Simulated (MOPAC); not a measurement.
MOPAC input (AM1):

```
AM1 PRECISE GNORM=0.05 LET XYZ GEO-OK AUX(PRECISION=9) THREADS=1
C3H9BO

C     1.71048900 1   -0.96162300 1   -0.02968500 1
O     0.92219700 1    0.15135800 1    0.36996500 1
B    -0.39421000 1    0.28175900 1    0.04148100 1
C    -1.13475900 1   -0.81634000 1   -0.81910400 1
C    -1.12120500 1    1.57345300 1    0.56362100 1
H     1.31278300 1   -1.89431800 1    0.37683700 1
H     1.75648100 1   -1.04420500 1   -1.11795200 1
H     2.71668500 1   -0.80768700 1    0.35665500 1
H    -2.18145700 1   -0.57355600 1   -1.00376200 1
H    -1.10183000 1   -1.79487400 1   -0.32751800 1
H    -0.64862300 1   -0.95537500 1   -1.79090800 1
H    -1.98408300 1    1.30266600 1    1.18186000 1
H    -1.53209600 1    2.14552600 1   -0.27549200 1
H    -0.47153300 1    2.22922700 1    1.14416000 1
```

Output:

```
 *******************************************************************************
 **                                                                           **
 **                              MOPAC v23.2.5                                **
 **                                                                           **
 *******************************************************************************
 ** MOPAC's Digital Object Identifier: https://doi.org/10.5281/zenodo.6511958 **
 **                                                                           **
 ** Please cite the open-source release paper for use of this MOPAC version:  **
 ** J. E. Moussa and J. J. P. Stewart (2026)                                  **
 ** MOPAC: An open-source semiempirical molecular orbital program             **
 ** J. Open Source Softw., 11(119), 8025, https://doi.org/10.21105/joss.08025 **
 *******************************************************************************

                              AM1 CALCULATION RESULTS

 *******************************************************************************
 *  AM1        - The AM1 Hamiltonian to be used
 *  GEO-OK     - OVERRIDE INTERATOMIC DISTANCE AND OTHER SAFETY CHECKS
 *  LET        - OVERRIDE SOME SAFETY CHECKS
 *  PRECISE    - TIGHTER CRITERIA TO BE USED
 *  XYZ        - CARTESIAN COORDINATE SYSTEM TO BE USED
 *  GNORM      - EXIT WHEN GRADIENT NORM DROPS BELOW 0.050
 *  AUX        - OUTPUT AUXILIARY INFORMATION
 *******************************************************************************
AM1 PRECISE GNORM=0.05 LET XYZ GEO-OK AUX(PRECISION=9) THREADS=1
 C3H9BO

   ATOM   CHEMICAL          X               Y               Z
  NUMBER   SYMBOL      (ANGSTROMS)     (ANGSTROMS)     (ANGSTROMS)

     1       C          1.71048900  *  -0.96162300  *  -0.02968500  *
     2       O          0.92219700  *   0.15135800  *   0.36996500  *
     3       B         -0.39421000  *   0.28175900  *   0.04148100  *
     4       C         -1.13475900  *  -0.81634000  *  -0.81910400  *
     5       C         -1.12120500  *   1.57345300  *   0.56362100  *
     6       H          1.31278300  *  -1.89431800  *   0.37683700  *
     7       H          1.75648100  *  -1.04420500  *  -1.11795200  *
     8       H          2.71668500  *  -0.80768700  *   0.35665500  *
     9       H         -2.18145700  *  -0.57355600  *  -1.00376200  *
    10       H         -1.10183000  *  -1.79487400  *  -0.32751800  *
    11       H         -0.64862300  *  -0.95537500  *  -1.79090800  *
    12       H         -1.98408300  *   1.30266600  *   1.18186000  *
    13       H         -1.53209600  *   2.14552600  *  -0.27549200  *
    14       H         -0.47153300  *   2.22922700  *   1.14416000  *

          CARTESIAN COORDINATES

    NO.       ATOM           X           Y           Z

     1         C          1.7105     -0.9616     -0.0297
     2         O          0.9222      0.1514      0.3700
     3         B         -0.3942      0.2818      0.0415
     4         C         -1.1348     -0.8163     -0.8191
     5         C         -1.1212      1.5735      0.5636
     6         H          1.3128     -1.8943      0.3768
     7         H          1.7565     -1.0442     -1.1180
     8         H          2.7167     -0.8077      0.3567
     9         H         -2.1815     -0.5736     -1.0038
    10         H         -1.1018     -1.7949     -0.3275
    11         H         -0.6486     -0.9554     -1.7909
    12         H         -1.9841      1.3027      1.1819
    13         H         -1.5321      2.1455     -0.2755
    14         H         -0.4715      2.2292      1.1442

  H: (AM1): M.J.S. DEWAR ET AL, J. AM. CHEM. SOC. 107 3902-3909 (1985)
  B: (AM1): M.J.S. DEWAR ET AL, ORGANOMETALLICS, 7, 513-521 (1988)
  C: (AM1): M.J.S. DEWAR ET AL, J. AM. CHEM. SOC. 107 3902-3909 (1985)
  O: (AM1): M.J.S. DEWAR ET AL, J. AM. CHEM. SOC. 107 3902-3909 (1985)

           Empirical Formula: C3 H9 O B  =    14 atoms

      MOLECULAR POINT GROUP   :   Cs

      RHF CALCULATION, NO. OF DOUBLY OCCUPIED LEVELS = 15

          Geometry optimization using EF

          DIAGONAL MATRIX USED AS START HESSIAN

 CYCLE:     1  GRAD.:    83.581 HEAT: -84.60068
 CYCLE:     2  GRAD.:   249.521 HEAT: -73.70552
 CYCLE:     3  GRAD.:   200.925 HEAT: -75.42463
 CYCLE:     4  GRAD.:   156.533 HEAT: -80.84779
 CYCLE:     5  GRAD.:   176.459 HEAT: -80.38667
 CYCLE:     6  GRAD.:   227.068 HEAT: -77.38202
 CYCLE:     7  GRAD.:   134.880 HEAT: -80.96917
 CYCLE:     8  GRAD.:   132.437 HEAT: -83.47127
 CYCLE:     9  GRAD.:   216.883 HEAT: -78.22947
 CYCLE:    10  GRAD.:   170.429 HEAT: -81.23029
 CYCLE:    11  GRAD.:   231.045 HEAT: -75.83124
 CYCLE:    12  GRAD.:   154.289 HEAT: -80.90028
 CYCLE:    13  GRAD.:   137.919 HEAT: -84.10053
 CYCLE:    14  GRAD.:   214.600 HEAT: -74.53531
 CYCLE:    15  GRAD.:   100.113 HEAT: -85.55798
 CYCLE:    16  GRAD.:   417.705 HEAT: -55.25013
 CYCLE:    17  GRAD.:   172.368 HEAT: -79.52591
 CYCLE:    18  GRAD.:   173.623 HEAT: -77.36227
 CYCLE:    19  GRAD.:    48.619 HEAT: -89.18918
 CYCLE:    20  GRAD.:   133.829 HEAT: -83.68889
 CYCLE:    21  GRAD.:    41.616 HEAT: -89.79153
 CYCLE:    22  GRAD.:   153.312 HEAT: -82.27038
 CYCLE:    23  GRAD.:    21.442 HEAT: -90.17133
 CYCLE:    24  GRAD.:    65.895 HEAT: -89.00392
 CYCLE:    25  GRAD.:    31.003 HEAT: -90.00313
 CYCLE:    26  GRAD.:    50.084 HEAT: -89.41097
 CYCLE:    27  GRAD.:    23.382 HEAT: -90.17423
 CYCLE:    28  GRAD.:   100.679 HEAT: -87.13798
 CYCLE:    29  GRAD.:     2.419 HEAT: -90.33012
 CYCLE:    30  GRAD.:     2.532 HEAT: -90.32974
 CYCLE:    31  GRAD.:     0.524 HEAT: -90.33397
 CYCLE:    32  GRAD.:     0.385 HEAT: -90.33471
 CYCLE:    33  GRAD.:     0.852 HEAT: -90.33711
 CYCLE:    34  GRAD.:     0.501 HEAT: -90.33778
 CYCLE:    35  GRAD.:     0.260 HEAT: -90.33789
 CYCLE:    36  GRAD.:     0.080 HEAT: -90.33799
 CYCLE:    37  GRAD.:     0.058 HEAT: -90.33800
 CYCLE:    38  GRAD.:     0.041 HEAT: -90.33802

     GRADIENT =  0.04142 IS LESS THAN CUTOFF =  0.05000

 -------------------------------------------------------------------------------
 AM1 PRECISE GNORM=0.05 LET XYZ GEO-OK AUX(PRECISION=9) THREADS=1
 C3H9BO

     GEOMETRY OPTIMISED USING EIGENVECTOR FOLLOWING (EF).
     SCF FIELD WAS ACHIEVED

                              AM1 CALCULATION
                                                       MOPAC v23.2.5 Linux

          FINAL HEAT OF FORMATION =        -90.33802 KCAL/MOL =    -377.97427 KJ/MOL

          COSMO AREA              =        124.46 SQUARE ANGSTROMS
          COSMO VOLUME            =        111.75 CUBIC ANGSTROMS

          GRADIENT NORM           =          0.04142          =       0.01107 PER ATOM
          IONIZATION POTENTIAL    =         10.873230 EV
          HOMO LUMO ENERGIES (EV) =        -10.873  2.295
          NO. OF FILLED LEVELS    =         15
          MOLECULAR WEIGHT        =         71.9135         POINT GROUP:  Cs

          MOLECULAR DIMENSIONS (Angstroms)

            Atom       Atom       Distance
            H    12    H     8     5.11645
            H    14    H    10     4.06922
            H     6    H    11     2.41262

          SCF CALCULATIONS        =         39

   ATOM   CHEMICAL          X               Y               Z
  NUMBER   SYMBOL      (ANGSTROMS)     (ANGSTROMS)     (ANGSTROMS)

     1       C          1.66178791  *  -0.95169257  *  -0.03875673  *
     2       O          0.91477076  *   0.18313904  *   0.38553812  *
     3       B         -0.39540974  *   0.26940088  *   0.03388495  *
     4       C         -1.10801186  *  -0.81003200  *  -0.80683883  *
     5       C         -1.10992664  *   1.53714802  *   0.54592780  *
     6       H          1.22327234  *  -1.88747937  *   0.38547891  *
     7       H          1.68366432  *  -1.00990930  *  -1.15413502  *
     8       H          2.69039530  *  -0.78061654  *   0.36626489  *
     9       H         -2.16463762  *  -0.51350958  *  -0.96195166  *
    10       H         -1.05331961  *  -1.77394498  *  -0.25823677  *
    11       H         -0.58400381  *  -0.89802398  *  -1.78190911  *
    12       H         -1.95730390  *   1.19894108  *   1.17765054  *
    13       H         -1.48537099  *   2.08027500  *  -0.34604905  *
    14       H         -0.41599917  *   2.17479258  *   1.12965153  *

                             CARTESIAN COORDINATES

   1    C        1.661787912    -0.951692568    -0.038756727
   2    O        0.914770757     0.183139039     0.385538125
   3    B       -0.395409744     0.269400884     0.033884945
   4    C       -1.108011857    -0.810032005    -0.806838828
   5    C       -1.109926644     1.537148017     0.545927800
   6    H        1.223272342    -1.887479371     0.385478906
   7    H        1.683664321    -1.009909298    -1.154135023
   8    H        2.690395300    -0.780616540     0.366264889
   9    H       -2.164637622    -0.513509579    -0.961951663
  10    H       -1.053319606    -1.773944976    -0.258236769
  11    H       -0.584003815    -0.898023981    -1.781909114
  12    H       -1.957303902     1.198941081     1.177650543
  13    H       -1.485370990     2.080275002    -0.346049049
  14    H       -0.415999171     2.174792582     1.129651534

           Empirical Formula: C3 H9 O B  =    14 atoms

      MOLECULAR POINT GROUP   :   Cs

                  EIGENVALUES
 -38.51525 -30.95306 -28.62589 -26.81306 -19.58964 -16.09943 -16.06501 -15.30544
 -13.74022 -13.25434 -13.11045 -12.84840 -11.99069 -11.53685 -10.87323   2.29468
   2.74117   3.85360   4.20742   4.21155   4.40295   4.53677   4.66338   4.93835
   5.07993   5.12198   5.15408   6.51229   7.75545

              NET ATOMIC CHARGES AND DIPOLE CONTRIBUTIONS

  ATOM NO.   TYPE          CHARGE      No. of ELECS.   s-Pop       p-Pop
    1          C          -0.063077        4.0631     1.24100     2.82208
    2          O          -0.261766        6.2618     1.84754     4.41423
    3          B           0.188971        2.8110     1.17151     1.63952
    4          C          -0.321591        4.3216     1.23591     3.08568
    5          C          -0.286215        4.2862     1.23143     3.05479
    6          H           0.064886        0.9351     0.93511
    7          H           0.064866        0.9351     0.93513
    8          H           0.094901        0.9051     0.90510
    9          H           0.085085        0.9149     0.91492
   10          H           0.085556        0.9144     0.91444
   11          H           0.085504        0.9145     0.91450
   12          H           0.087242        0.9128     0.91276
   13          H           0.087312        0.9127     0.91269
   14          H           0.088325        0.9117     0.91168
 DIPOLE           X         Y         Z       TOTAL
 POINT-CHG.     0.180    -0.828    -0.422     0.947
 HYBRID        -0.195    -0.336    -0.253     0.464
 SUM           -0.015    -1.165    -0.676     1.347

          ATOMIC ORBITAL ELECTRON POPULATIONS

     Atom    s        px        py        pz
    1  C   1.24100   0.95462   0.88162   0.98584
    2  O   1.84754   1.32546   1.40841   1.68036
    3  B   1.17151   0.61548   0.62315   0.40089
    4  C   1.23591   1.02987   1.03296   1.02285
    5  C   1.23143   1.01735   1.02446   1.01298
    6  H   0.93511
    7  H   0.93513
    8  H   0.90510
    9  H   0.91492
   10  H   0.91444
   11  H   0.91450
   12  H   0.91276
   13  H   0.91269
   14  H   0.91168

 **********************
 *                    *
 * JOB ENDED NORMALLY *
 *                    *
 **********************

 == MOPAC DONE ==
```

The geometry given is a B3LYP-D3(BJ)/def2-TZVP minimum.
